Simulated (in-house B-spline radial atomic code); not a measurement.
Ionising the tin ion Sn⁶⁺ with different functionals

Computed with a B-spline radial code for spherical atoms: four-component Dirac-Coulomb Hamiltonian, Fermi nucleus of rms radius 4.6519 fm, spin-restricted, spherical fractional occupations for the functionals. The ionisation energy is the difference of two self-consistent energies, [Kr] 4d8 → [Kr] 4d7, without Breit or QED terms; ε is the level of the shell that loses the electron (mean over j). The electron is taken from both j subshells in proportion to 2j + 1, so the result is a j average, not the step between ground levels.

Hybrids are left out here: with spherical fractional occupations of an open shell their exact exchange keeps a self-interaction that integer-occupation calculations don't have.

```json
{"method": "LDA VWN5", "rung": "LDA", "ΔSCF (eV)": "117.04", "-ε(4d) (eV)": "106.68"}
{"method": "relativistic LDA", "rung": "LDA", "ΔSCF (eV)": "117.05", "-ε(4d) (eV)": "106.69"}
{"method": "LDA PW92", "rung": "LDA", "ΔSCF (eV)": "117.03", "-ε(4d) (eV)": "106.67"}
{"method": "LDA exchange-only", "rung": "LDA", "ΔSCF (eV)": "115.07", "-ε(4d) (eV)": "104.73"}
{"method": "PBE", "rung": "GGA", "ΔSCF (eV)": "116.87", "-ε(4d) (eV)": "106.50"}
{"method": "PBEsol", "rung": "GGA", "ΔSCF (eV)": "116.82", "-ε(4d) (eV)": "106.45"}
{"method": "BLYP", "rung": "GGA", "ΔSCF (eV)": "116.65", "-ε(4d) (eV)": "106.29"}
{"method": "RPBE", "rung": "GGA", "ΔSCF (eV)": "116.82", "-ε(4d) (eV)": "106.45"}
{"method": "PW91", "rung": "GGA", "ΔSCF (eV)": "116.96", "-ε(4d) (eV)": "106.60"}
{"method": "BP86", "rung": "GGA", "ΔSCF (eV)": "116.92", "-ε(4d) (eV)": "106.55"}
{"method": "AM05", "rung": "GGA", "ΔSCF (eV)": "116.83", "-ε(4d) (eV)": "106.46"}
{"method": "OLYP", "rung": "GGA", "ΔSCF (eV)": "117.34", "-ε(4d) (eV)": "106.94"}
```

Question: How do they compare with the NIST value?

Answer: NIST lists 113 eV ± 2 (tabulated theory, ground level to ground level). Errors run from +2.17 to +4.44 eV. The correlated functionals all miss on the same side by more than they spread, so the cause is common to them (Breit-QED terms, spin polarisation, the choice among j levels, multiplet and fine-structure energies, or a listed next ion that isn't the cheapest removal here) and closeness doesn't rank the functionals.
